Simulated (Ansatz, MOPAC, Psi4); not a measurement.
Molecule: SiPH₄, net charge 0, doublet state. SMILES: [SiH2]P
Geometry from a B3LYP-D3(BJ)/def2-TZVP (Ansatz, a first-principles code) optimisation:
```
Si
H 1 1.4892
H 1 1.4892 2 108.42
P 1 2.2575 2 108.18 3 -117.10
H 4 1.4177 1 96.32 2 -73.60
H 4 1.4177 5 94.78 1 96.92
```
Charge 0, spin multiplicity 2.

Wanted: vertical electron affinity to the singlet, in eV. Terms: spin-orbit terms left out; no dispersion term unless named; each state is the SCF solution reached for its charge and spin; six Cartesian d functions in 6-31G* and its kin unless marked 5d; 6-311+G** with 5d, 6d on Na to Ar in Ansatz; UHF or UKS for open shells; valence correlation only; non-relativistic. CBS(X,Y): correlation extrapolated as X^-3; Hartree-Fock from the larger set. The bracket is a focal-point correction in the basis named. Ab initio and DFT rows: single points at B3LYP-D3(BJ) geometries (Ansatz). Semi-empirical rows: differences of heats of formation at the shared geometry for vertical values. Anions need diffuse functions, which STO-3G, LANL2DZ, def2-SVP, cc-pVDZ and Pople sets without + lack.

Coupled cluster (Ansatz) is a level with limits of its own, used here on species with T1 under 0.025 (0.045 for open shells) and stable references: RI-MP2/CBS(aug-cc-pV(T+d)Z,aug-cc-pV(Q+d)Z)+[CCSD(T)-MP2]/aug-cc-pV(T+d)Z.

Value to compare with, RI-MP2/CBS(aug-cc-pV(T+d)Z,aug-cc-pV(Q+d)Z)+[CCSD(T)-MP2]/aug-cc-pV(T+d)Z (Ansatz): 1.18 eV.

```json
[
 {"level": "PM6", "program": "MOPAC", "vertical electron affinity to the singlet (eV)": "2.02", "difference": "0.84"},
 {"level": "MNDO", "program": "MOPAC", "vertical electron affinity to the singlet (eV)": "0.67", "difference": "-0.51"},
 {"level": "HF/6-311+G**", "program": "Ansatz", "vertical electron affinity to the singlet (eV)": "0.07", "difference": "-1.11"},
 {"level": "PBE/6-311+G**", "program": "Ansatz", "vertical electron affinity to the singlet (eV)": "1.03", "difference": "-0.15"},
 {"level": "B3LYP/3-21G", "program": "Ansatz", "vertical electron affinity to the singlet (eV)": "0.73", "difference": "-0.45"},
 {"level": "B3LYP/6-31G*", "program": "Ansatz", "vertical electron affinity to the singlet (eV)": "0.74", "difference": "-0.44"},
 {"level": "B3LYP/6-311+G**", "program": "Ansatz", "vertical electron affinity to the singlet (eV)": "1.10", "difference": "-0.08"},
 {"level": "wB97X-D/6-31G*", "program": "Psi4", "vertical electron affinity to the singlet (eV)": "0.82", "difference": "-0.36"},
 {"level": "MP2/6-31G*", "program": "Ansatz", "vertical electron affinity to the singlet (eV)": "0.28", "difference": "-0.90"},
 {"level": "MP2/6-311+G**", "program": "Ansatz", "vertical electron affinity to the singlet (eV)": "0.69", "difference": "-0.49"},
 {"level": "PBE/def2-TZVPD", "program": "Ansatz", "vertical electron affinity to the singlet (eV)": "0.97", "difference": "-0.21"},
 {"level": "B3LYP/def2-TZVPD", "program": "Ansatz", "vertical electron affinity to the singlet (eV)": "1.03", "difference": "-0.15"},
 {"level": "PBE0/def2-TZVPD", "program": "Ansatz", "vertical electron affinity to the singlet (eV)": "0.95", "difference": "-0.23"}
]
```

Among the 10 habitual levels, HF/6-311+G** lies farthest from RI-MP2/CBS(aug-cc-pV(T+d)Z,aug-cc-pV(Q+d)Z)+[CCSD(T)-MP2]/aug-cc-pV(T+d)Z (Ansatz) (-1.11 eV) and B3LYP/6-311+G** nearest (-0.08); 1 of 10 lie above it, and their mean absolute difference is 0.53 eV, the median 0.47. One case shows no general order.

The levels are drawn from those run, B3LYP/6-31G* more often than the rest, none by its result; left out are runs that failed, that the program found above a lower state of the same kind, or whose <S^2> lies over 0.5 above the pure value.
